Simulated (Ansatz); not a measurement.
| atom | x (Å) | y (Å) | z (Å) |
| --- | --- | --- | --- |
| C | 0.0000 | -0.3455 | -2.7510 |
| C | 0.0000 | 0.5585 | -1.3796 |
| C | 0.0000 | -0.3380 | 0.0000 |
| C | 0.0000 | 0.5585 | 1.3796 |
| C | 0.0000 | -0.3455 | 2.7510 |
| H | 0.0000 | 0.3345 | -3.7262 |
| H | 0.9584 | -1.0493 | -2.8049 |
| H | -0.9584 | -1.0493 | -2.8049 |
| H | -0.9500 | 1.2803 | -1.3761 |
| H | 0.9500 | 1.2803 | -1.3761 |
| H | 0.9507 | -1.0610 | 0.0000 |
| H | -0.9507 | -1.0610 | 0.0000 |
| H | -0.9500 | 1.2803 | 1.3761 |
| H | 0.9500 | 1.2803 | 1.3761 |
| H | 0.0000 | 0.3345 | 3.7262 |
| H | -0.9584 | -1.0493 | 2.8049 |
| H | 0.9584 | -1.0493 | 2.8049 |

Basis set: 6-31G* (spherical functions). Left uncorrelated: 5 orbitals. Charge 0, multiplicity 1.

Computed with Ansatz (development build ahead of 0.2.0); each method stands on the lowest determinant of its kind that the runs found. Restricted open shells among the atoms or ions are ROHF, correlated in semicanonical orbitals with singles.

Question: Give the atomization energy at this shape (free ground-state atoms in the same class of orbitals less the molecule, no zero-point energy) of singlet C5H12 by RHF-MP2, RHF.

Answer:

```csv
method,atomization energy
RHF-MP2,61.58 eV
RHF,50.76 eV
```

Caution: no unrestricted run beside it, a lower state can exist; the shape is not the minimum.
